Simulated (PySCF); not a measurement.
C7H11B.
Cartesian coordinates in Å at the GFN2-xTB level; atoms count from 1:
```
atom  x, y, z in Å
C1     3.4588   -0.1965    0.4111
C2     2.2666   -0.1583    0.5108
C3     0.8195   -0.0892    0.5997
C4     0.3323    1.3358    0.2808
B5    -1.1991    1.4555   -0.0466
C6    -1.9895    0.1783   -0.5093
C7    -1.3350   -1.1578   -0.1405
C8     0.1765   -1.1143   -0.3437
H9     4.5042   -0.2364    0.3349
H10    0.5309   -0.3396    1.6285
H11    0.8548    1.6812   -0.6208
H12    0.6587    2.0148    1.0724
H13   -1.7203    2.5059   -0.0452
H14   -3.0311    0.1771   -0.1786
H15   -2.0403    0.2513   -1.6034
H16   -1.5441   -1.3829    0.9086
H17   -1.7624   -1.9671   -0.7385
H18    0.6046   -2.1009   -0.1495
H19    0.4049   -0.8476   -1.3781
```

PySCF, density fitting, gas phase, GFN2-xTB geometry. The standard run uses grid level 2 after a coarse-grid start, the def2-universal JK fitting basis (with tight functions added where the orbital basis needs them), an energy threshold of 1e-9 Eh and DIIS. The changed runs have no coarse-grid stage.

Standard PBE0/pcSseg-1: E = -297.733473 Eh, HOMO -7.528 eV, LUMO -0.963 eV, dipole 0.806 D, 14 cycles (coarse-grid cycles included). What changes at PBE0/pcSseg-1 with: start guess vsap, damping 0.2 at the start, DIIS from the seventh cycle?

E = -297.733473 Eh (0.000 mEh), HOMO -7.528 eV (0.000), LUMO -0.963 eV (0.000), dipole 0.805 D (-0.001), 23 SCF cycles. The result matches the standard run within 0.02 mEh and 0.003 eV; such settings steer the iterations and don't enter the energy expression.

The cycles:
```
cycle   1  E = -284.5797899394  dE =  1.055e+01  |g| = 6.207e+00  |ddm| = 3.114e+01
cycle   2  E = -262.6268583763  dE =  2.195e+01  |g| = 8.719e+00  |ddm| = 3.210e+01
cycle   3  E = -80.1951806743  dE =  1.824e+02  |g| = 2.016e+01  |ddm| = 1.018e+02
cycle   4  E = -156.2865551902  dE = -7.609e+01  |g| = 1.683e+01  |ddm| = 1.037e+02
cycle   5  E = -150.2113276332  dE =  6.075e+00  |g| = 1.929e+01  |ddm| = 6.507e+01
cycle   6  E = -29.1220557926  dE =  1.211e+02  |g| = 2.276e+01  |ddm| = 6.964e+01
cycle   7  E = 162.3175062609  dE =  1.914e+02  |g| = 2.510e+01  |ddm| = 4.211e+01
cycle   8  E = -206.0993348991  dE = -3.684e+02  |g| = 1.531e+01  |ddm| = 5.122e+01
cycle   9  E = -247.3024203772  dE = -4.120e+01  |g| = 9.312e+00  |ddm| = 8.425e+01
cycle  10  E = -248.0540706407  dE = -7.517e-01  |g| = 1.085e+01  |ddm| = 8.349e+01
cycle  11  E = -294.5831708039  dE = -4.653e+01  |g| = 2.629e+00  |ddm| = 1.586e+01
cycle  12  E = -291.3410954581  dE =  3.242e+00  |g| = 4.124e+00  |ddm| = 1.026e+01
cycle  13  E = -297.6237024810  dE = -6.283e+00  |g| = 6.462e-01  |ddm| = 8.814e+00
cycle  14  E = -297.6790337710  dE = -5.533e-02  |g| = 4.389e-01  |ddm| = 8.743e-01
cycle  15  E = -297.7284326579  dE = -4.940e-02  |g| = 1.176e-01  |ddm| = 4.323e-01
cycle  16  E = -297.7321533374  dE = -3.721e-03  |g| = 7.073e-02  |ddm| = 2.408e-01
cycle  17  E = -297.7332934072  dE = -1.140e-03  |g| = 2.640e-02  |ddm| = 8.225e-02
cycle  18  E = -297.7334631307  dE = -1.697e-04  |g| = 6.302e-03  |ddm| = 2.566e-02
cycle  19  E = -297.7334716204  dE = -8.490e-06  |g| = 2.487e-03  |ddm| = 6.904e-03
cycle  20  E = -297.7334730427  dE = -1.422e-06  |g| = 4.747e-04  |ddm| = 2.112e-03
cycle  21  E = -297.7334730904  dE = -4.767e-08  |g| = 2.046e-04  |ddm| = 5.976e-04
cycle  22  E = -297.7334731005  dE = -1.013e-08  |g| = 4.149e-05  |ddm| = 2.086e-04
cycle  23  E = -297.7334731009  dE = -4.211e-10  |g| = 1.245e-05  |ddm| = 5.015e-05
```

What changes at PBE0/pcSseg-1 with: energy threshold 1e-08 Eh, start guess atom?

E = -297.733473 Eh (0.000 mEh), HOMO -7.528 eV (0.000), LUMO -0.963 eV (0.000), dipole 0.805 D (-0.001), 10 SCF cycles. The result matches the standard run within 0.02 mEh and 0.003 eV; such settings steer the iterations and don't enter the energy expression.

The cycles:
```
cycle   1  E = -297.2698396902  dE =  2.538e+00  |g| = 1.323e+00  |ddm| = 4.324e+00
cycle   2  E = -297.0898362014  dE =  1.800e-01  |g| = 1.534e+00  |ddm| = 2.811e+00
cycle   3  E = -297.7075128848  dE = -6.177e-01  |g| = 3.163e-01  |ddm| = 1.914e+00
cycle   4  E = -297.7286271487  dE = -2.111e-02  |g| = 1.416e-01  |ddm| = 3.475e-01
cycle   5  E = -297.7331429990  dE = -4.516e-03  |g| = 3.641e-02  |ddm| = 1.268e-01
cycle   6  E = -297.7334612891  dE = -3.183e-04  |g| = 6.793e-03  |ddm| = 4.205e-02
cycle   7  E = -297.7334727112  dE = -1.142e-05  |g| = 1.228e-03  |ddm| = 8.314e-03
cycle   8  E = -297.7334730610  dE = -3.498e-07  |g| = 3.948e-04  |ddm| = 1.698e-03
cycle   9  E = -297.7334730999  dE = -3.891e-08  |g| = 6.205e-05  |ddm| = 4.811e-04
cycle  10  E = -297.7334731009  dE = -9.512e-10  |g| = 2.226e-05  |ddm| = 9.897e-05
```
